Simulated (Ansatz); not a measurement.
Reaction (substitution at a C–Si bond): `F[SiH2]C[SiH3]` + `C=CS` → `C=CSC[SiH3]` + `F[SiH3]`

Isolated molecules relaxed with PBE0-D4/def2-TZVP in Ansatz; ΔE leaves out vibrations. CCSD(T)/CBS is the MP2 limit (def2-TZVPP, def2-QZVPP) plus CCSD(T) − MP2 in def2-TZVPP, frozen cores. This one scheme is used for every species. One conformer a species, not always the lowest.

| species | HF/def2-QZVPP energy (Eh) |
| --- | --- |
| `F[SiH2]C[SiH3]` | -719.43264 |
| `C=CS` | -475.62351 |
| `C=CSC[SiH3]` | -804.78474 |
| `F[SiH3]` | -390.24669 |

Q: Work out ΔE.

A: ΔE = (-804.78474) + (-390.24669) − (-719.43264) − (-475.62351) = 0.02472 Eh = +64.9 kJ/mol. CCSD(T)/CBS gives +61.0 kJ/mol.

Largest T1 diagnostic among the species: 0.012.

The D4 term adds −4.1 kJ/mol with B3LYP and −2.4 kJ/mol with PBE0; it sums over pairs of atoms, weighted by their polarisabilities, and B3LYP, whose exchange is more repulsive, gets the larger term. In def2-TZVPP, CCSD(T) changes the Hartree–Fock value by −3.3 kJ/mol (the triples alone add −2.4 kJ/mol) and MP2 by −5.8 kJ/mol.

B3LYP here is the variant with VWN-RPA as its local correlation; programs differ in this.
